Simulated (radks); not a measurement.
Results of a calculation; reference values are marked as such.
All-electron atom: the rhenium ion Re3+ in [Xe] 4f14 5d2 6s2 (not the ground configuration). Level of theory: Dirac Kohn-Sham, LDA (Slater exchange, Perdew-Wang correlation), spin-unpolarised, spherical densities, point nucleus; open shells are shared between the two j in proportion to 2j + 1 (a radial shooting solver on a logarithmic mesh with Libxc functionals).

Normalised radial functions P(r) = r R(r) (large component), r in bohr:

r          4f7/2    6s1/2
0.003415  0.0000   0.0644
0.003944  0.0000   0.0690
0.004592  0.0000   0.0736
0.005345  0.0000   0.0776
0.006173  0.0000   0.0804
0.007187  0.0000   0.0820
0.0083    0.0000   0.0816
0.009662  0.0001   0.0788
0.01116   0.0001   0.0731
0.01299   0.0002   0.0634
0.015     0.0004   0.0503
0.01747   0.0007   0.0318
0.02017   0.0011   0.0101
0.02348   0.0019  -0.0168
0.02712   0.0032  -0.0447
0.03157   0.0054  -0.0746
0.03675   0.0091  -0.1015
0.04245   0.0146  -0.1202
0.04941   0.0239  -0.1279
0.05707   0.0374  -0.1195
0.06644   0.0590  -0.0909
0.07673   0.0893  -0.0448
0.08932   0.1351   0.0196
0.1032    0.1956   0.0862
0.1201    0.2812   0.1475
0.1387    0.3857   0.1802
0.1615    0.5213   0.1720
0.188     0.6793   0.1121
0.2171    0.8417   0.0140
0.2527    1.0127  -0.1095
0.2919    1.1568  -0.2110
0.3398    1.2704  -0.2621
0.3924    1.3260  -0.2316
0.4568    1.3210  -0.1137
0.5276    1.2570   0.0539
0.6142    1.1366   0.2400
0.7093    0.9868   0.3706
0.8257    0.8088   0.4119
0.9536    0.6375   0.3373
1.11      0.4689   0.1471
1.292     0.3238  -0.1172
1.493     0.2138  -0.3805
1.738     0.1278  -0.6110
2.007     0.0723  -0.7409
2.336     0.0359  -0.7639
2.698     0.0165  -0.6861
3.141     0.0064  -0.5338
3.627     0.0022  -0.3677
4.223     0.0006  -0.2128
4.877     0.0001  -0.1080
5.677     0.0000  -0.0437
6.557     0.0000  -0.0152
7.633     0.0000  -0.0039

4f7/2: eigenvalue -78.966 eV, 0 radial nodes, <r> = 0.582 bohr, 90 % of the charge inside 0.957 bohr. 6s1/2: eigenvalue -32.656 eV, 5 radial nodes at r = 0.0214, 0.0855, 0.221, 0.505, 1.21 bohr, <r> = 2.43 bohr, 90 % of the charge inside 3.44 bohr.
